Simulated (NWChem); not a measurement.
System: CrSOCl$_{2}$; SMILES [Cl][Cr](=[S])(=[O])[Cl]

Give the equilibrium geometry at PBE0/def2-SVP (NWChem) as a list of bonds and angles, with the point group.

point group Cs; any orientation.
Bonds (Å): Cr1–O2 1.518, Cr1–S3 1.963, Cr1–Cl4 2.110, Cr1–Cl5 2.110. Bond angles (°): O2–Cr1–S3 108.6, O2–Cr1–Cl4 109.1, O2–Cr1–Cl5 109.1, S3–Cr1–Cl4 108.7, S3–Cr1–Cl5 108.7, Cl4–Cr1–Cl5 112.5.
